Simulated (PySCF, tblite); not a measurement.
C4H11NSi.
SMILES with atom numbers: `[CH3:1]/[CH:2]=[C:3](\[CH3:4])[SiH2:5][NH2:6]` (hydrogens: H7, H8, H9 on C1; H10 on C2; H11, H12, H13 on C4; H14, H15 on Si5; H16, H17 on N6)

Structure used (GFN2-xTB), in Å, numbered top down from 1:
```
atom  x, y, z in Å
C1     2.5219    0.3691    0.3904
C2     1.1252    0.8113    0.0904
C3     0.0779    0.0322   -0.1695
C4     0.1924   -1.4690   -0.1911
Si5   -1.6077    0.7717   -0.5766
N6    -2.7539   -0.1447    0.3347
H7     2.8877    0.8655    1.2892
H8     3.1831    0.6505   -0.4306
H9     2.5874   -0.7056    0.5310
H10    0.9937    1.8866    0.0823
H11    0.5804   -1.8463    0.7553
H12   -0.7791   -1.9226   -0.3653
H13    0.8671   -1.7906   -0.9845
H14   -1.9930    0.5417   -1.9728
H15   -1.5759    2.2174   -0.2984
H16   -2.5805   -0.2917    1.3167
H17   -3.7337    0.0365    0.1889
```

Theory: PBE0/pcSseg-1 in PySCF (dipole) on a GFN2-xTB geometry, gas phase.

Masses are those of the commonest isotopes; rigid-rotor values at the optimised geometry. The values belong to one conformer with, in the numbering `[CH3:1]/[CH:2]=[C:3](\[CH3:4])[SiH2:5][NH2:6]`, C2–C3–Si5–N6 -136°, C3–Si5–N6–H 49° and -174°.

**Question.** What are A, B and C (cm⁻¹)?

**Answer.** Ia = 90.65, Ib = 334.75, Ic = 386.71 u·Å²; 505379 MHz·u·Å²/I gives 5575, 1510 and 1307 MHz, that is A = 0.18597, B = 0.05036, C = 0.04359 cm⁻¹.

**Question.** Classify the top.

**Answer.** A near-prolate asymmetric top. Ray's parameter κ = (2B − A − C)/(A − C) = -0.905; −1 is the prolate and +1 the oblate limit.

**Question.** What does the inertial defect say?

**Answer.** Not planar: Δ = Ic − Ia − Ib = -38.68 u·Å². For a rigid frame Δ = −2 Σ m c², so Σ m c² = 19.34 u·Å² lies off the ab plane: 9.37 from hydrogen and 9.97 from heavier atoms. The atom farthest from that plane is 1.68 Å away.

**Question.** Give the other two planar moments, Paa and Pbb, and the rms extents of the mass along the axes.

**Answer.** Paa = Σ m a² = (Ib + Ic − Ia)/2 = 315.40 and Pbb = Σ m b² = (Ia + Ic − Ib)/2 = 71.30 u·Å². With the mass M = 101.07 u, the rms extents √(P/M) along a, b and c are 1.77, 0.84, 0.44 Å.

**Question.** Predict some low-J microwave lines.

**Answer.** The dipole components are |μa| = 0.20 D, |μb| = 0.07 D, |μc| = 1.04 D. Intensities carry the squares of the components, which stand as 0.04 : 0.00 : 1.00 (a : b : c). Some lines, for components of 0.1 D or more:

```tsv
type	branch	J(Ka,Kc)	MHz	lower level (cm⁻¹)
a	Q	3(1,2) ← 3(1,3)	1217	0.682
a	R	1(0,1) ← 0(0,0)	2817	0.000
c	Q	3(1,3) ← 3(0,3)	3591	0.562
c	Q	2(1,2) ← 2(0,2)	3870	0.282
a	R	3(1,3) ← 2(1,2)	8141	0.411
a	R	3(2,2) ← 2(2,1)	8450	0.838
a	R	3(1,2) ← 2(1,1)	8749	0.431
c	Q	3(2,2) ← 3(1,2)	11897	0.723
c	R	3(1,2) ← 2(0,2)	13228	0.282
c	R	2(2,0) ← 1(1,0)	18040	0.236
c	R	3(2,1) ← 2(1,1)	20684	0.431
c	Q	3(3,1) ← 3(2,1)	20803	1.121
c	R	3(3,0) ← 2(2,0)	29282	0.838
```

**Question.** Estimate the classical rotational partition function at 25 K, 100 K and 298.15 K.

**Answer.** Point group C1, symmetry number σ = 1; q = (√π/σ)·√((kT/h)³/(ABC)), k/h = 20836.6 MHz/K: 6350 at 25 K, 50800 at 100 K, 262000 at 298.15 K.

Its GFN2-xTB frequencies are all real (lowest 19 cm⁻¹). These are rigid-rotor constants of the computed structure; measured ground-state constants (B0) also hold zero-point vibration. A rigid rotor knows nothing of inversion at nitrogen or internal rotation, which can split or shift real lines. Quadrupole hyperfine structure (14N) is left out.

Hardware: one thread, Intel Xeon at 2.50 GHz (x86_64), on a shared host. Cost: 79 s (grids of density and orbitals included), 0.74 GiB resident at most. This is the PBE0/pcSseg-1 job that gave the dipole, with the shieldings it also computed.
